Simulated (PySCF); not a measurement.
Where the electron goes

Species: [AlCl3(PMe3)], C₃H₉AlCl₃P.
Numbering: `[CH3:1][P+:2]([CH3:3])([CH3:4])[Al-:5]([Cl:6])([Cl:7])[Cl:8]` (hydrogens: H9, H10, H11 on C1; H12, H13, H14 on C3; H15, H16, H17 on C4)

Cartesian coordinates in Å at the PBE0-D3(BJ)/def2-SVP level; atoms count from 1:
```
atom  x, y, z in Å
C1    -1.201    1.266    1.031
P2     0.022    0.015    0.540
C3    -0.843   -1.181   -0.519
C4     0.504   -0.872    2.052
Al5    1.900    1.000   -0.565
Cl6    0.960    1.888   -2.256
Cl7    2.605    2.354    0.917
Cl8    3.076   -0.738   -0.925
H9    -0.709    1.986    1.701
H10   -1.523    1.806    0.128
H11   -2.072    0.819    1.532
H12   -1.718   -1.618   -0.015
H13   -0.135   -1.975   -0.797
H14   -1.158   -0.665   -1.438
H15    1.004   -0.162    2.726
H16   -0.362   -1.324    2.557
H17    1.230   -1.652    1.778
```

Method: TDDFT CAM-B3LYP/def2-SVPD, vertical, gas phase, core orbitals frozen in the response in PySCF.

Frontier orbitals with the atoms that hold most of them (Löwdin shares over 4%, at most four atoms; ? is withheld):

```tsv
orbital	ε (eV)	atoms
HOMO-3	-10.20	Cl8 49%, Cl7 25%, Cl6 18%, Al5 6%
HOMO-2	-10.19	Cl6 44%, Cl7 37%, Cl8 11%, Al5 6%
HOMO-1	-9.77	Cl6 34%, Cl7 34%, Cl8 31%
HOMO	?	?
LUMO	0.45	?
LUMO+1	1.07	Al5 19%, Cl7 10%, H12 10%, Cl6 10%
LUMO+2	1.11	P2 16%, C3 12%, C4 11%, Cl6 8%
```

Problem. Which atoms hold the LUMO, and with what shares?

Solution. Al5 (bonded to 3 Cl and P) 26%; C4 (bonded to P and 3 H) 8%; C1 (bonded to P and 3 H) 8%; C3 (bonded to P and 3 H) 8%. By element: aluminium 26%, carbon 24%.

Problem. Give the leading atoms of the HOMO.

Solution. P2 (bonded to Al and 3 C) 26%; Cl8 (bonded to Al) 17%; Cl6 (bonded to Al) 16%; Cl7 (bonded to Al) 15%. By element: chlorine 48%, phosphorus 26%.

Problem. What is the HOMO energy, and the HOMO–LUMO gap?

Solution. ε(HOMO) = -9.44 eV; the gap is 9.90 eV (0.3637 hartree).

Problem. The HOMO–LUMO gap is 9.90 eV. Where does the response calculation put the lowest singlet, and from which orbitals?

Solution. S1 is at 7.38 eV (f = 0.077), 2.51 eV below the gap, made of HOMO→LUMO (88%). 

Next come S2 at 7.47 eV (f 0.0000), HOMO-1→LUMO (60%), HOMO-1→LUMO+1 (24%); S3 at 7.50 eV (f 0.033), HOMO→LUMO+2 (72%); S4 at 7.53 eV (f 0.032), HOMO→LUMO+3 (70%); S5 at 7.94 eV (f 0.065), HOMO-2→LUMO (46%), HOMO-2→LUMO+1 (15%).

Löwdin shares depend on the basis, the more so with diffuse functions.

On one thread, Arm Neoverse V2 (aarch64), on a shared host, this took 82 s of wall time (grids of density and orbitals included) and 1.4 GiB of memory at its peak.
